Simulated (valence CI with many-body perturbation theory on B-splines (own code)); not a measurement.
## E1 transitions of I40+

Calculated by valence CI with perturbative core correlation (CI+MBPT): three valence electrons over a frozen Dirac-Fock core [Ne], a basis of 11 s, 11 p, 10 d, 8 f, 5 g, 2 h functions for each j, with the one-electron correlation potential Σ1 (screened to all orders), the two-electron term Σ2, the three-electron term Σ3, Breit, model QED; selected single and double excitations, second order for the rest, scaled by the run's own slope (own B-spline code, finite nucleus).

No measured spectrum was set against this ion. As an estimate, large intervals hold to a few tenths of a per cent, small ones and those within an open d or f shell to about a per cent.

Lines 1 to 50 of 581 in falling wavelength, among levels below 105.33 Ry, chosen from the strongest by gf and those to the six lowest levels. Wavelengths and rates use the calculated energies. Electric multipoles are in the length gauge, E1 and E2 with the static RPA response of the core. Weak lines are less certain than strong ones. Lines between different terms over intervals too small for the method are left out, as are lines whose strength nearly cancels. Where a level lies close to another of its J and parity, the split of strength between their lines is uncertain. The highest levels of a list are the least certain.

Levels are named by their leading jj configuration (3d3/2^4 stands for four electrons in 3d with j = 3/2), which in mixed levels can hold well under half, so a name can repeat and another be missing. Letters in brackets count levels of one name in rising energy.

```tsv
λ vac (Å)	Upper	Lower	A (s⁻¹)	S (a.u.)
545.1	(3s 3p1/2^2) J=1/2	(3s^2 3p3/2) J=3/2	4.66e+06	7.45e-04
296.2	(3s 3p1/2 4p1/2) J=1/2	(3s 3p1/2 4s) J=1/2 [a]	5.27e+09	1.35e-01
274.6	(3s^2 4p1/2) J=1/2	(3s^2 4s) J=1/2	7.01e+09	1.43e-01
167.7	(3s^2 4p3/2) J=3/2	(3s^2 4s) J=1/2	2.53e+10	2.35e-01
151.9	(3s 3p1/2 3p3/2) J=3/2 [a]	(3s^2 3p3/2) J=3/2	6.75e+08	4.67e-03
151.6	(3s^2 4d3/2) J=3/2	(3s^2 4p1/2) J=1/2	2.09e+10	1.44e-01
151.4	(3p1/2 3p3/2 3d5/2) J=7/2 [b]	(3s 3p3/2 3d5/2) J=5/2 [b]	4.42e+09	6.06e-02
147.0	(3p1/2 3p3/2 3d5/2) J=9/2	(3s 3p3/2 3d5/2) J=7/2 [b]	3.46e+09	5.42e-02
136.8	(3p1/2 3d3/2^2) J=5/2	(3s 3d3/2^2) J=3/2	6.54e+09	4.96e-02
134.1	(3s 3p1/2 3p3/2) J=5/2	(3s^2 3p3/2) J=3/2	4.73e+09	3.38e-02
132.9	(3p1/2 3d3/2 3d5/2) J=9/2	(3s 3d3/2 3d5/2) J=7/2 [b]	1.14e+10	1.32e-01
130.5	(3s 3p1/2 4s) J=3/2	(3s^2 4s) J=1/2	1.96e+10	8.61e-02
130.5	(3p1/2 3d3/2 3d5/2) J=7/2 [a]	(3s 3d3/2 3d5/2) J=7/2 [a]	7.15e+09	6.27e-02
130.1	(3p1/2 3p3/2 3d5/2) J=9/2	(3s 3p3/2 3d5/2) J=7/2 [a]	7.70e+09	8.37e-02
126.7	(3p1/2 3d5/2^2) J=5/2	(3s 3d5/2^2) J=3/2	1.12e+10	6.76e-02
126.0	(3s 3p1/2^2) J=1/2	(3s^2 3p1/2) J=1/2	1.06e+10	2.09e-02
125.3	(3p1/2 3d3/2 3d5/2) J=9/2	(3s 3d3/2 3d5/2) J=9/2	7.97e+09	7.74e-02
125.2	(3p1/2 3d3/2 3d5/2) J=5/2 [a]	(3s 3d3/2 3d5/2) J=7/2 [a]	7.05e+09	4.10e-02
124.3	(3s 3p1/2 3d5/2) J=7/2	(3s^2 3d5/2) J=5/2	5.28e+09	4.01e-02
123.1	(3p1/2^2 3p3/2) J=3/2	(3s 3p1/2 3p3/2) J=3/2 [b]	5.20e+09	1.92e-02
122.2	(3p1/2 3d5/2^2) J=5/2	(3s 3d5/2^2) J=5/2	1.02e+10	5.51e-02
121.2	(3p1/2 3d5/2^2) J=3/2	(3s 3d5/2^2) J=5/2	1.65e+10	5.80e-02
120.8	(3p1/2 3d5/2^2) J=9/2	(3p3/2^2 3d5/2) J=7/2	1.76e+10	1.53e-01
120.6	(3p1/2 3p3/2 3d3/2) J=7/2	(3s 3p3/2 3d3/2) J=7/2	8.05e+09	5.57e-02
120.1	(3p1/2 3p3/2 3d5/2) J=5/2 [b]	(3s 3p3/2 3d5/2) J=7/2 [b]	7.43e+09	3.81e-02
119.5	(3p1/2 3d3/2 3d5/2) J=5/2 [b]	(3s 3d3/2 3d5/2) J=5/2 [b]	7.33e+09	3.70e-02
117.8	(3p1/2 3d3/2 3d5/2) J=7/2 [a]	(3s 3d3/2^2) J=5/2	5.55e+09	3.58e-02
116.5	(3s 3p1/2 3d5/2) J=5/2 [b]	(3s^2 3d5/2) J=5/2	7.92e+09	3.70e-02
116.4	(3p1/2 3d5/2^2) J=9/2	(3s 3d5/2^2) J=9/2	1.06e+10	8.23e-02
115.9	(3p1/2 3p3/2^2) J=5/2	(3s 3p3/2^2) J=5/2	7.76e+09	3.58e-02
115.4	(3p1/2 3p3/2 3d5/2) J=3/2 [a]	(3s 3p3/2 3d5/2) J=5/2 [a]	1.36e+10	4.15e-02
115.3	(3s 3p1/2 3p3/2) J=3/2 [b]	(3s^2 3p3/2) J=3/2	6.75e+09	2.04e-02
114.8	(3p1/2 3d5/2^2) J=7/2	(3s 3d5/2^2) J=9/2	1.56e+10	9.29e-02
114.0	(3p1/2 3d3/2^2) J=3/2	(3s 3d3/2^2) J=5/2	1.53e+10	4.47e-02
113.8	(3p1/2^2 3d5/2) J=5/2	(3s 3p1/2 3d5/2) J=3/2	1.21e+10	5.28e-02
113.8	(3p1/2^2 3d5/2) J=5/2	(3s 3p1/2 3d5/2) J=5/2 [b]	1.83e+10	7.98e-02
113.1	(3p1/2 3p3/2 3d5/2) J=5/2 [a]	(3s 3p3/2 3d5/2) J=5/2 [a]	1.40e+10	6.01e-02
110.2	(3p1/2 3d3/2 3d5/2) J=7/2 [b]	(3s 3d3/2 3d5/2) J=9/2	2.53e+10	1.34e-01
109.7	(3p1/2 3p3/2 3d5/2) J=5/2 [a]	(3s 3p3/2 3d5/2) J=3/2 [a]	8.63e+09	3.37e-02
109.4	(3p1/2 3p3/2^2) J=3/2	(3s 3p3/2^2) J=5/2	1.43e+10	3.70e-02
108.6	(3p1/2 3p3/2 3d5/2) J=5/2 [b]	(3s 3p3/2 3d5/2) J=7/2 [a]	1.25e+10	4.74e-02
108.2	(3s 3p1/2 3d3/2) J=3/2 [a]	(3s 3p1/2 3p3/2) J=3/2 [b]	6.05e+09	1.51e-02
107.9	(3p1/2 3p3/2 3d5/2) J=7/2 [a]	(3s 3p3/2 3d5/2) J=9/2	2.65e+10	1.31e-01
107.1	(3p1/2^2 3d5/2) J=5/2	(3s 3p1/2 3d5/2) J=7/2	3.47e+10	1.26e-01
107.1	(3s 3p1/2 3p3/2) J=1/2	(3s^2 3p3/2) J=3/2	1.20e+10	1.46e-02
107.1	(3p1/2^2 3p3/2) J=3/2	(3s 3p1/2 3p3/2) J=5/2	3.09e+10	7.49e-02
106.3	(3p1/2^2 3d3/2) J=3/2	(3s 3p1/2 3d3/2) J=5/2	3.75e+10	8.88e-02
104.3	(3p1/2 3d3/2 3d5/2) J=5/2 [b]	(3s 3d3/2 3d5/2) J=7/2 [a]	1.73e+10	5.81e-02
104.1	(3p1/2 3p3/2 3d3/2) J=5/2 [b]	(3s 3p3/2 3d3/2) J=7/2	2.77e+10	9.24e-02
103.8	(3d3/2 3d5/2^2) J=9/2	(3p3/2 3d5/2^2) J=7/2 [b]	6.31e+09	3.48e-02
```
